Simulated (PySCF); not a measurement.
## B⁺: ionisation energy

B⁺ [He] 2s2 (1S) → B²⁺ [He] 2s1 (2S), as a difference of total energies. All numbers are calculated (PySCF 2.14, scalar relativity by spin-free X2C-1e, in aug-cc-pVTZ-DK). Correlated levels: valence: 1s2 frozen. The calculations carry no spin-orbit coupling.

```
           method  ionisation energy (eV)
              UHF                  23.448
              LDA                  24.552
              PBE                  24.604
             PBE0                  24.562
           r2SCAN                  24.257
            B97-3                  24.665
           PBEsol                  24.414
           M06-2X                  24.736
          r2SCAN0                  24.314
    MP2 (valence)                  24.428
SCS-MP2 (valence)                  24.624
```

Question: How much does correlation contribute at MP2 (valence)?

Answer: 24.428 − (23.448) = 0.980 eV, measured against UHF.

Errors of the correlated levels include the incompleteness of this basis and the frozen core.

MP2 underrates the near-degeneracy of ns² with np² in the lower species.

For comparison: 25.155 eV (measured; NIST Atomic Spectra Database, ionization energies).
